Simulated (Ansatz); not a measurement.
Cost and result for the atomization energy of C₂H₆O₂Si (`COC1O[SiH2]1`) (11 atoms, 11 bonds).

Cartesian coordinates in Å:
```
C -0.032 1.278 -1.366
O -0.683 0.686 -0.256
C 0.180 0.036 0.581
O 0.702 -1.235 0.056
Si -0.294 -1.532 1.357
H 0.429 0.517 -2.001
H -0.792 1.815 -1.931
H 0.738 1.984 -1.033
H 1.004 0.664 0.931
H 0.352 -2.053 2.583
H -1.604 -2.158 1.079
```

Charge 0, multiplicity 1. The structure was optimised at the PBE0-D4/def2-TZVP level. It is one conformer, not always the lowest. Program: Ansatz. All runs use 4 threads of an Arm Neoverse V2 on a shared host. Times are those of one run each, without the atoms' runs, and a repeat can differ threefold. Electronic energies, without spin–orbit coupling; frozen cores. CCSD(T)/CBS adds CCSD(T) − MP2 in def2-TZVPP to the MP2 limit, and its time is that of the two runs behind it. T1 = 0.014. B3LYP takes the VWN-RPA correlation (the form of Gaussian; ORCA's B3LYP/G). HSE06 is the plane-wave form, built on full-range PBE exchange.

CCSD(T)/CBS is a level of theory with its own doubt, some kJ/mol a heavy atom from the limit and from the frozen cores, so smaller differences don't rank the functionals.

```json
{"level": "LDA (SPW92)/def2-TZVPP", "functions": "250", "wall time": "1.1 s"}
{"level": "BLYP-D4/def2-TZVPP", "functions": "250", "wall time": "1.6 s"}
{"level": "PBE-D4/def2-TZVPP (with forces)", "functions": "250", "wall time": "2.1 s"}
{"level": "PBE0-D4/def2-TZVPP", "functions": "250", "wall time": "2.2 s"}
{"level": "BHLYP-D4/def2-TZVPP", "functions": "250", "wall time": "2.3 s"}
{"level": "HSE06-D4/def2-TZVPP", "functions": "250", "wall time": "2.4 s"}
{"level": "B3LYP-D4/def2-TZVPP (with forces)", "functions": "250", "wall time": "3.5 s"}
{"level": "CCSD(T)/def2-SVP", "functions": "104", "wall time": "3.7 s"}
{"level": "B2PLYP/def2-TZVPP", "functions": "250", "wall time": "3.9 s"}
{"level": "ωB97X-V/def2-TZVPP", "functions": "250", "wall time": "6 s"}
{"level": "MP2/def2-QZVPP", "functions": "478", "wall time": "16 s"}
{"level": "CCSD(T)/def2-TZVPP", "functions": "250", "wall time": "110 s"}
{"level": "CCSD(T)/CBS(def2)", "functions": "–", "wall time": "2.2 min"}
```

Task: What atomization energy does each give, and how far from CCSD(T)/CBS? (An estimate is asked.)

Result: The calculation gave: 
```
                            level  atomization (kJ/mol)  difference from CCSD(T)/CBS  per bond
           LDA (SPW92)/def2-TZVPP                4747.2                        663.0      60.3
               BLYP-D4/def2-TZVPP                4083.6                         -0.6       0.0
  PBE-D4/def2-TZVPP (with forces)                4179.3                         95.1       8.7
               PBE0-D4/def2-TZVPP                4077.3                         -6.9      -0.6
              BHLYP-D4/def2-TZVPP                3920.2                       -164.0     -14.9
              HSE06-D4/def2-TZVPP                4081.2                         -3.0      -0.3
B3LYP-D4/def2-TZVPP (with forces)                4071.5                        -12.7      -1.1
                 CCSD(T)/def2-SVP                3826.5                       -257.7     -23.4
                B2PLYP/def2-TZVPP                4033.4                        -50.8      -4.6
               ωB97X-V/def2-TZVPP                4098.5                         14.3       1.3
                   MP2/def2-QZVPP                4121.8                         37.6       3.4
               CCSD(T)/def2-TZVPP                3968.1                       -116.1     -10.6
                CCSD(T)/CBS(def2)                4084.2                          0.0       0.0
```

From BLYP to BHLYP (50 % exact exchange), in def2-TZVPP and without D4, the atomization energy moves by −141.8 kJ/mol: exact exchange takes away binding that semilocal exchange gives to molecules. Leaving LDA and LC-ωPBE aside and taking each functional with its dispersion term where it has one, the values spread over 259.1 kJ/mol, from BHLYP-D4 to PBE-D4. LDA lies +587.9 kJ/mol from PBE without D4, its usual overbinding. In def2-TZVPP, CCSD(T) changes the Hartree–Fock value by +1121.1 kJ/mol (the triples alone add +70.7 kJ/mol) and MP2 by +1205.4 kJ/mol; breaking electron pairs costs correlation energy, which Hartree–Fock lacks.
